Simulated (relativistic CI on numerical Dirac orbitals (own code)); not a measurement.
Hyperfine structure of Xe37+, mass number 131

Method of calculation: Dirac-Coulomb-Breit CI, orbitals from a KLI potential per configuration, model QED (radiative potential, 1s self-energy scaled to tabulated hydrogen-like ionisation energies), unscaled Slater integrals (own radial code, finite nucleus).

Configurations in the expansion (outside the closed core [Ne]): 3s2 3p5, 3s 3p6, 3s2 3p4 3d, 3s 3p5 3d, 3p6 3d, 3s 3p4 3d2, 3s2 3p3 3d 4p, 3p6 4s, 3s 3p4 3d 4s, 3s2 3p4 4s, 3p6 4p, 3s2 3p4 4p, 3s2 3p3 3d2, 3s2 3p2 3d3, 3s 3p3 3d3, 3s2 3p2 3d2 4s, 3s2 3p2 3d2 4p. Double excitations out of closed p, d and f shells are left out; levels of such configurations are missing from the list, as are those of other unlisted configurations, and high levels can miss mixing partners.

Nuclear spin I = 3/2, μ = 0.69185 μN, Q = -0.114 b (tables of Stone and Pyykkö). The electronic factors are computed for point nuclear moments, without core polarisation or the Bohr-Weisskopf and QED corrections.

| Level | E (cm⁻¹) | A (GHz) | B (GHz) |
| --- | --- | --- | --- |
| 3s2 3p5 2P°_3/2 | 0 | 31.7 | 14.8 |
| 3s2 3p5 2P°_1/2 | 624761 | 205.4 |  |
| 3s2 3p4 3d 4D_5/2 | 1277339 | 23.96 | 1.18 |
| 3s2 3p4 3d 2D_3/2 | 1406497 | 17.08 | -8.14 |
| 3s2 3p4 3d 4F_9/2 | 1428672 | 17.89 | -5.73 |

Levels with J = 0, under 50 % of one LS term, or S terms without an open s electron are left out. Small factors come from cancelling terms and can be off by tens of per cent or more.

At this charge energies of transitions that change n are usually good to better than 1 %, and those within a shell (Δn = 0) to a few per cent.

Give the hyperfine levels of 3s2 3p5 2P°_1/2 relative to its centre of gravity.

With K = F(F + 1) − I(I + 1) − J(J + 1), E = AK/2: F = 1: -256.7, F = 2: 154 GHz.

LS names give the leading component of a level, which can be under half, so a name can repeat, a term be missing and a line seem to break the LS rules.
